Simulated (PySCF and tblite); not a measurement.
Results of a calculation; reference values are marked as such.
System: 2,3-dimethylphenol, C8H10O, numbered as in [CH3:1][c:2]1[cH:3][cH:4][cH:5][c:6]([OH:7])[c:8]1[CH3:9].

For the rotation about the C6–O7 bond (torsion C5–C6–O7–H from -180° to 0°, rising): electronic barrier 2.68 kcal/mol, zero-point change -0.73 kcal/mol, thermal and entropy terms at 200 K a further 0.04 kcal/mol (symmetry numbers apart). The minimum is Cs, the saddle C1. The path came from a restrained scan, a climbing-image band and a saddle search at GFN2-xTB; energies are PBE0/pcSseg-1 + D3(BJ)//GFN2-xTB, thermal terms GFN2-xTB. Rate constants are transition-state-theory values, counting equivalent paths, without tunnelling. Run with tblite and PySCF.

(1) How many equivalent paths lead out of the minimum?

(2) Work out the rate at 200 K.

Answers

(1) 2: the symmetry number of the minimum is 1, that of the saddle displaced along its mode 1, and the displaced saddle is chiral while the minimum is not, which doubles the count.

(2) ΔG‡ = 1.99 kcal/mol; k_B T/h = 4.2×10¹² s⁻¹; exp(−ΔG‡/RT) = 0.0067; times 2 gives k = 5.6×10¹⁰ s⁻¹. Wigner's tunnelling factor for the 373i cm⁻¹ mode would be 1.30.
